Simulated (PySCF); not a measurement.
CH5BClN.
SMILES: `CNBCl`

Theory: MP2 and CCSD/aug-cc-pVDZ in PySCF, restricted Hartree–Fock reference, 8 core orbitals frozen, non-relativistic, gas phase, PBE0-D3(BJ)/def2-SVP geometry.

E(HF) = -579.51621 Eh.

Question: How large is the problem?

Answer: 141 basis functions and 40 electrons; 8 orbitals frozen, which leaves o = 12 correlated occupied and v = 121 virtual orbitals. That is o·v = 1452 singles and o·v(o·v + 1)/2 = 1054878 distinct closed-shell doubles amplitudes before symmetry; the costliest CCSD step grows as o²v⁴ = 3.1 × 10^10.

Question: What are the MP2 and CCSD correlation energies?

Answer: MP2 -0.5621 Eh and CCSD -0.6066 Eh, which gives totals of -580.07833 and -580.12283 Eh. That is 0.688 eV for each correlated electron at CCSD (1593 kJ/mol in all, 0.105 % of the total energy); MP2 gives 92.7 % of the CCSD value.

Question: What is the T1 diagnostic?

Answer: 0.0120, below the customary warning level of 0.02. It is the norm of the spatial-orbital singles amplitudes over the root of the number of correlated electrons, so the norm is 0.059.

Question: How does correlation change the dipole moment?

Answer: HF gives 2.85 D and CCSD (unrelaxed density) 2.94 D, a change of +0.09 D.

No triples correction and no basis-set extrapolation were made.

The job also held the EOM ionisation roots. Time: 78 s wall. Hardware: one thread, x86-64 server, on a shared host.

The values belong to the conformer `[CH3:1][NH:2][BH:3][Cl:4]`: C1–N2–B3–Cl4 180°.
